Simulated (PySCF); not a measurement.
# Correlation energy of Sr (strontium, neutral)

[Kr] 5s1 6s1, high-spin 3S determinant (an excited configuration). Calculation: PySCF 2.14, in aug-cc-pVTZ-X2C; the spin-free X2C one-electron Hamiltonian (Gaussian nucleus). Frozen: [Kr]; 2 electrons correlated.

With two correlated electrons CCSD is exact within the correlated space (frozen core and kept virtual orbitals).

| level | correlation energy (mhartree) |
| --- | --- |
| CCSD | -4.49 |

Diagnostics: T1 = 0.022, D1 = 0.0445, largest double amplitude 0.069.

Task: Is a single reference adequate?

Result: Yes, within this model without spin-orbit coupling: T1 lies below 0.03 and no double amplitude reaches 0.07.
